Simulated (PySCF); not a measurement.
aminoborane (H4BN), singlet, geometry from GFN2-xTB; DF-PBE/6-311G** in PySCF.

Input for PySCF:
```python
from pyscf import gto, scf, dft

mol = gto.M(
    atom='''
B    -0.773072    0.038104   -0.006109
N     0.602765   -0.029710    0.004763
H    -1.389463   -0.957864   -0.026227
H    -1.288779    1.089872    0.005064
H     1.203192    0.777969    0.021946
H     1.121057   -0.892529   -0.003580
''',
    basis='6-311g**',
    charge=0,
    spin=0,
    verbose=4,
)

mf = dft.RKS(mol)
mf.xc = 'pbe'
mf = mf.density_fit(auxbasis='def2-universal-jkfit')
mf.kernel()
```

Q: What does PySCF print? Leave out banner, timings and long lists.

A: 
```
PySCF version 2.14.0

[INPUT] verbose = 4
[INPUT] num. atoms = 6
[INPUT] num. electrons = 16
[INPUT] charge = 0
[INPUT] spin (= nelec alpha-beta = 2S) = 0
[INPUT] symmetry False subgroup None
[INPUT] Mole.unit = angstrom
[INPUT] Symbol           X                Y                Z      unit          X                Y                Z       unit  Magmom
[INPUT]  1 B     -0.773072000000   0.038104000000  -0.006109000000 AA   -1.460894354570   0.072006124250  -0.011544336895 Bohr   0.0
[INPUT]  2 N      0.602765000000  -0.029710000000   0.004763000000 AA    1.139060767473  -0.056143763161   0.009000765531 Bohr   0.0
[INPUT]  3 H     -1.389463000000  -0.957864000000  -0.026227000000 AA   -2.625704530217  -1.810100624580  -0.049561847069 Bohr   0.0
[INPUT]  4 H     -1.288779000000   1.089872000000   0.005064000000 AA   -2.435439345091   2.059559590832   0.009569573095 Bohr   0.0
[INPUT]  5 H      1.203192000000   0.777969000000   0.021946000000 AA    2.273703355268   1.470148343402   0.041471929530 Bohr   0.0
[INPUT]  6 H      1.121057000000  -0.892529000000  -0.003580000000 AA    2.118490700027  -1.686635368232  -0.006765219526 Bohr   0.0

nuclear repulsion = 32.5355143010022
number of shells = 32
number of NR pGTOs = 94
number of NR cGTOs = 60
basis = 6-311g**
ecp = {}

******** <class 'pyscf.df.df_jk.DFRKS'> ********
method = DFRKS
initial guess = minao
damping factor = 0
level_shift factor = 0
DIIS = <class 'pyscf.scf.diis.CDIIS'>
diis_start_cycle = 1
diis_space = 8
diis_damp = 0
SCF conv_tol = 1e-09
SCF conv_tol_grad = None
SCF max_cycles = 50
direct_scf = False
XC library pyscf.dft.libxc version 7.1.2
    S. Lehtola, C. Steigemann, M. J. T. Oliveira, and M. A. L. Marques,  SoftwareX 7, 1–5 (2018)
XC functionals = pbe
    J. P. Perdew, K. Burke, and M. Ernzerhof,  Phys. Rev. Lett. 77, 3865 (1996)
    J. P. Perdew, K. Burke, and M. Ernzerhof,  Phys. Rev. Lett. 78, 1396 (1997)
    J. P. Perdew, K. Burke, and M. Ernzerhof,  Phys. Rev. Lett. 77, 3865 (1996)
    J. P. Perdew, K. Burke, and M. Ernzerhof,  Phys. Rev. Lett. 78, 1396 (1997)
radial grids:
    Treutler-Ahlrichs [JCP 102, 346 (1995); DOI:10.1063/1.469408] (M4) radial grids

becke partition: Becke, JCP 88, 2547 (1988); DOI:10.1063/1.454033
pruning grids: <function nwchem_prune>
grids dens level: 3
symmetrized grids: False
atomic radii adjust function: <function treutler_atomic_radii_adjust>
small_rho_cutoff = 0
Set gradient conv threshold to 3.16228e-05
Initial guess from minao.
tot grids = 67184
init E= -81.8911714825718
  HOMO = -0.347851278173328  LUMO = -0.0947491948162913  gap/eV = 6.88726
cycle= 1 E= -81.8910092333047  delta_E= 0.000162  |g|= 0.427  |ddm|= 1.63
  HOMO = -0.173449309293012  LUMO = 0.0419648120342126  gap/eV = 5.86172
cycle= 2 E= -81.8408921544  delta_E= 0.0501  |g|= 0.652  |ddm|= 0.724
  HOMO = -0.259988754524885  LUMO = -0.0107470418232491  gap/eV = 6.78221
cycle= 3 E= -81.9347035702163  delta_E= -0.0938  |g|= 0.123  |ddm|= 0.429
  HOMO = -0.266001741824998  LUMO = -0.0191447063789223  gap/eV = 6.71732
cycle= 4 E= -81.9388420473173  delta_E= -0.00414  |g|= 0.0213  |ddm|= 0.0935
  HOMO = -0.265193009459942  LUMO = -0.0176820342620818  gap/eV = 6.73512
cycle= 5 E= -81.9389572058419  delta_E= -0.000115  |g|= 0.00296  |ddm|= 0.0172
  HOMO = -0.265704827888127  LUMO = -0.0177100606260225  gap/eV = 6.74828
cycle= 6 E= -81.9389605039178  delta_E= -3.3e-06  |g|= 0.000165  |ddm|= 0.00348
  HOMO = -0.26565833131895  LUMO = -0.0176974240179781  gap/eV = 6.74736
cycle= 7 E= -81.9389605144098  delta_E= -1.05e-08  |g|= 3.42e-05  |ddm|= 0.000274
  HOMO = -0.265667754114383  LUMO = -0.0177012403369332  gap/eV = 6.74751
cycle= 8 E= -81.938960514824  delta_E= -4.14e-10  |g|= 1.78e-06  |ddm|= 3.9e-05
  HOMO = -0.265667006848534  LUMO = -0.017700558833976  gap/eV = 6.74751
Extra cycle  E= -81.9389605148241  delta_E= -8.53e-14  |g|= 2.03e-06  |ddm|= 2.89e-06
converged SCF energy = -81.9389605148241
```
